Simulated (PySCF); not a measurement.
B3LYP has the VWN-RPA correlation part, as in Gaussian. Delta-SCF ions had no search for a lower state. Excitations are Tamm–Dancoff values on a coarser integration grid. The basis has no diffuse functions, so Rydberg states are missing or too high.

# C5H8, SMILES `CC1=CCC1` (charge 0, multiplicity 1)

These are B3LYP-D3(BJ)/def2-TZVP run with PySCF values and carry that method's errors.

```
Item                                                                Result
-------------------------------------------  -----------------------------
HOMO                                                              -6.57 eV
dipole moment                                                       0.40 D
HOMO–LUMO gap                                                      7.06 eV
LUMO                                                               0.49 eV
S1 excitation (TDA)                                                6.75 eV
S1 oscillator strength                                               0.005
brightest of the four lowest singlets (TDA)                        7.37 eV
T1 excitation (TDA)                                                4.37 eV
S1–T1 gap (TDA)                                                    2.38 eV
vertical ionisation energy (Delta-SCF)                             8.89 eV
total energy                                                  -195.3863 Ha
cost                                         around 3 core-minutes (rough)
```

```xyz
13

C      1.8612    -0.1818    -0.3114
C      0.4242     0.0684    -0.0385
C     -0.2969     1.1214     0.3631
C     -1.6203     0.3845     0.3384
C     -0.7806    -0.8526    -0.1323
H      2.2481    -0.9820     0.3270
H      2.4604     0.7135    -0.1391
H      2.0137    -0.5030    -1.3463
H     -0.0350     2.1414     0.6173
H     -2.1165     0.2585     1.3033
H     -2.3539     0.7411    -0.3880
H     -0.7827    -1.7000     0.5577
H     -1.0199    -1.2170    -1.1344
```
Charge 0, spin multiplicity 1.
